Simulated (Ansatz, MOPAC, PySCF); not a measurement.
Noncovalent pair: HI (SMILES I) (first 2 atoms) with H4OSi (SMILES O[SiH3]); geometry from B3LYP-D3(BJ)/def2-TZVP, rigid monomers moved along the line of their centres of mass till H2···O3 is 1.82 Å.
(charge 0, multiplicity 1):
```xyz
8

I     -0.42324    -1.16970    -0.63275
H     -0.57646    -0.96017     0.97325
O     -0.67513    -0.62159     2.75874
Si     0.17733     0.63575     3.43464
H     -1.27278    -1.13381     3.30936
H     -0.73925     1.65333     4.00009
H      0.96490     1.20508     2.32651
H      1.06982     0.15060     4.51321
```

Counterpoise-corrected where a basis set is named; no monomer relaxation. Rows marked so take none.

Rows in STO-3G carry no dispersion term and start afresh at each structure; the Pople sets are all-electron and without relativity. The state reached by PM6, PM7 isn't checked; PM7 holds dispersion and hydrogen-bond terms.

Run with Ansatz (Gaussian orbitals); MOPAC for PM6, PM7 (differences of heats of formation); PySCF for STO-3G rows.  In def2 rows elements past Kr take small-core potentials, without spin–orbit coupling.

Question: One of these levels gives -285.1 meV for the interaction energy. Which?
A. HF/STO-3G (no counterpoise)
B. PM6
C. PM7
D. HF/def2-SVPD

Answer: A, HF/STO-3G (no counterpoise). The others give -119.9 (PM6), -157.7 (PM7), 34.5 (HF/def2-SVPD)

Ansatz is an electronic-structure program.
